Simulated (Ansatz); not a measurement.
Wavefunction ladder for CH₆FGeNO, SMILES `[NH2][GeH]([OH])[CH2]F`

```xyz
11

N    -0.9443    0.1374    1.3790
Ge   -0.4696   -0.4159   -0.2915
O    -1.3860    0.5436   -1.4782
C     1.4649   -0.0493   -0.4693
F     1.8554    0.8766    0.4934
H    -0.1757    0.4198    1.9688
H    -1.6019   -0.4265    1.8938
H    -0.8319   -1.8735   -0.6235
H    -1.6559    1.3812   -1.0922
H     1.6889    0.3647   -1.4558
H     2.0562   -0.9581   -0.3245
```

The species carries charge 0 and has multiplicity 1. Correlated methods include outer-core shells of Ge, which these sets cover unevenly. Scalar relativity is left out up to krypton. The structure was optimised at the PBE0-D4/def2-TZVP level. It is one conformer, not always the lowest. Frozen core, restricted reference, Ansatz 0.2.0.

| basis | HF (Eh) | MP2 corr. | CCSD corr. | (T) | CCSD(T) total |
| --- | --- | --- | --- | --- | --- |
| def2-SVP | -2345.02423 | ? | -0.94233 | ? | ? |
| def2-TZVPP | -2345.63041 | ? | -1.15728 | ? | ? |
| def2-QZVPP | -2345.68513 | -1.47020 | – | – | – |

Task: Fill in the withheld values. (Best estimate.)

Result: The calculation gave: def2-SVP MP2 corr.: -0.91249; def2-SVP (T): -0.02260; def2-SVP CCSD(T) total: -2345.98916; def2-TZVPP MP2 corr.: -1.13548; def2-TZVPP (T): -0.04105; def2-TZVPP CCSD(T) total: -2346.82874.
